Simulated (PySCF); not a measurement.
# Excitation energy of B by level of theory

B [He] 2s2 2p1 (2P) → B [He] 2s1 2p2 (4P), as a difference of total energies. Calculation: PySCF 2.14, in dyall-av3z (15s9p3d2f, 71 functions); scalar relativity by spin-free X2C-1e. Correlated levels: valence: 1s2 frozen; virtual orbitals above 40 to 60 times the deepest correlated orbital energy dropped. The calculations carry no spin-orbit coupling.

| method | excitation energy (eV) |
| --- | --- |
| UHF | 2.194 |
| MP2 (valence) | 3.127 |
| SCS-MP2 (valence) | 3.509 |
| CCSD (valence) | 3.543 |
| CCSD(T) (valence) | 3.578 |

How much does correlation contribute at CCSD(T) (valence)?

3.578 − (2.194) = 1.384 eV, measured against UHF.
